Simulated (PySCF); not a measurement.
Ge(F)2(SH)2 (F2GeH2S2), SMILES [F][Ge]([F])([SH])[SH].

Coordinates come from a ωB97X-D3(BJ)/def2-SVP optimisation. This is a generated structure with no PubChem entry under its InChIKey; it may be hypothetical. Other conformers were not sampled.

Level of theory: PySCF with ωB97X-D3(BJ)/def2-SVP.

Frequencies are harmonic and unscaled.

Computed normal modes with their intensities:
```tsv
mode	ν (cm⁻¹)	IR (km/mol)	Raman (Å⁴/amu)	depolarisation	moving atoms (share of kinetic energy)
1	112	0.1	4.6	0.68	S 57 %, H 18 %, F 16 %, Ge 8 %
2	134	27.4	0.5	0.75	H 92 %
3	159	2.1	1.7	0.72	F 73 %, S 22 %
4	175	6.6	0.8	0.75	F 37 %, Ge 31 %, S 27 %
5	212	35.6	7.9	0.72	H 48 %, F 23 %, S 19 %, Ge 10 %
6	233	43.0	2.6	0.75	F 59 %, S 24 %, Ge 16 %
7	262	2.6	2.1	0.50	F 55 %, H 34 %
8	421	12.1	19.0	0.12	S 77 %, Ge 16 %
9	474	78.4	3.7	0.75	S 54 %, Ge 41 %
10	739	90.3	5.3	0.04	F 82 %, Ge 18 %
11	754	75.1	3.8	0.75	F 68 %, Ge 18 %, H 14 %
12	779	6.6	9.0	0.72	H 93 %
13	785	19.1	2.1	0.75	H 77 %, Ge 9 %, F 9 %
14	2757	2.5	80.5	0.75	H 97 %
15	2757	1.8	108.7	0.11	H 97 %
```
